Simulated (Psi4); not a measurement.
I3Sn (SMILES [I][Sn-]([I])[I]), charge -1, singlet, at a GFN2-xTB geometry (such geometries of metal compounds can be far from the true shape) (core potentials on I, Sn) (a gas-phase anion, which may not be bound at this level). Base run: BLYP/def2-TZVP (Psi4).

Here is a job for Psi4.
```
memory 2 GB

molecule {
-1 1
Sn   -0.01199166   -0.00955401    0.94012760
I    -1.99356510   -1.58626723   -0.33726525
I    -0.37409393    2.52761379   -0.27480117
I     2.37897192   -0.93233334   -0.27484642
}

set {
  basis def2-tzvp
}

energy('blyp')
print_variables()
```

Each row names what was changed in the base input (with any setting that the change needs).

```csv
change,basis functions,E (Eh),core-seconds (rough)
base,200,-1107.48655,8
basis = def2-SV(P),104,-1107.44065,5
basis = def2-SVP,104,-1107.44065,5
basis = def2-SVPD,137,-1107.45638,10
basis = def2-TZVPP,200,-1107.48655,10
basis = def2-TZVPD,233,-1107.48925,20
basis = def2-QZVPP,328,-1107.49294,20
basis = def2-QZVP,328,-1107.49294,20
```

Totals compare only among sets that treat the same electrons; sets with core potentials leave the core out.

A gas-phase anion may not be bound at this level; its values then depend on the basis.
